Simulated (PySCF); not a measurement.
Al(Cl)(SH)2 (AlClH2S2), SMILES [SH][Al]([Cl])[SH].

Geometry optimised at PBE0-D3(BJ)/def2-SVP. The values are those of a single conformer.

The numbers are results of TDA-CAM-B3LYP/def2-SVPD run with PySCF, not measurements.

Vertical excitations.  State labels are in the subgroup C2v.

| state | symmetry | energy (eV) | λ (nm) | f | main pairs |
|---|---|---|---|---|---|
| S1 | A2 | 5.73 | 217 | 0.000 | HOMO→LUMO 85 % |
| S2 | A2 | 6.15 | 201 | 0.000 | HOMO→LUMO+2 79 % |
| S3 | B1 | 6.28 | 197 | 0.094 | HOMO−1→LUMO 88 % |
| S4 | B2 | 6.30 | 197 | 0.025 | HOMO→LUMO+1 79 %, HOMO−2→LUMO 12 % |
| S5 | B1 | 6.50 | 191 | 0.000 | HOMO−1→LUMO+2 72 %, HOMO→LUMO+4 14 % |
| S6 | A1 | 6.90 | 180 | 0.059 | HOMO−1→LUMO+1 89 % |
| S7 | A2 | 6.98 | 178 | 0.000 | HOMO−2→LUMO+1 96 % |
| S8 | B2 | 7.13 | 174 | 0.353 | HOMO−2→LUMO 76 % |
| S9 | B2 | 7.55 | 164 | 0.017 | HOMO−3→LUMO 66 %, HOMO−2→LUMO+2 21 % |
| S10 | A2 | 7.58 | 164 | 0.000 | HOMO→LUMO+3 51 %, HOMO→LUMO+5 25 %, HOMO→LUMO+12 12 % |
| T1 | A2 | 5.43 | 228 | 0 | HOMO→LUMO 84 % |
| T2 | B2 | 5.62 | 221 | 0 | HOMO→LUMO+1 94 % |
| T3 | A2 | 5.73 | 216 | 0 | HOMO→LUMO+2 75 % |
| T4 | B1 | 5.82 | 213 | 0 | HOMO−1→LUMO 79 % |
Triplets are in the Tamm–Dancoff approximation.
